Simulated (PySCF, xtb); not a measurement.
BH3N, SMILES B[NH] (connectivity only; charge and spin as stated), charge -1, multiplicity 1.

GFN2-xTB (xtb) at its own geometry gives an orbital gap of 5.23 eV.

Geometry optimised at PBE0-D3(BJ)/def2-TZVPD. The spin state was assumed, not searched. The isomer is the one that the SMILES or the coordinates give; other isomers of the formula were not compared.

Q: What does r2SCAN/def2-TZVPD (PySCF) give? (Estimate from the structure and the level; the computed values follow.)

A: gap 3.81 eV (levels 0.67 and 4.48 eV).
